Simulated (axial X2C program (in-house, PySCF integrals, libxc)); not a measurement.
## Which molecule has these constants?

All values come from calculations with an in-house all-electron X2C program for linear molecules (integrals from PySCF), spin-free (one-electron X2C) or two-component (2c: spin–orbit coupling with atomic mean-field Coulomb and Gaunt terms, which also bring small scalar terms), in Dyall basis sets with cores contracted in-house; open shells are unrestricted.

A two-component PBE0 calculation in a Dyall 3-zeta basis gave Re = 3.147 Å, ωe = 121.1 cm⁻¹, Ω = 1/2.

Task: Which molecule is it?
A. NaB⁻
B. NaAl⁻
C. NaGa⁻

Result: C. The others have NaB⁻ 2.462 Å and 299.4 cm⁻¹ (Ω = 3/2); NaAl⁻ 3.163 Å and 152.8 cm⁻¹ (Ω = 1/2).

Each entry is the lowest single determinant of a limited PBE0 search at one distance. De goes to single-determinant-based atoms at the same level (for ions the charge split of lowest energy) and is withheld (n/a) where an atom does not fit its ground term or J level. Main or longest-lived isotopes. One determinant is a doubtful description, or other states lie close, for NaGa⁻, NaB⁻, NaAl⁻; these need not be ground states, and all values refer to the states named. With several unpaired electrons the Ω given is that of one determinant, not necessarily of the lowest component. The functionals have no current term, which raises determinants with orbital currents. Where the atoms have a lower orbital projection than the molecule, De at mean-field level may be about a tenth of an eV too small.
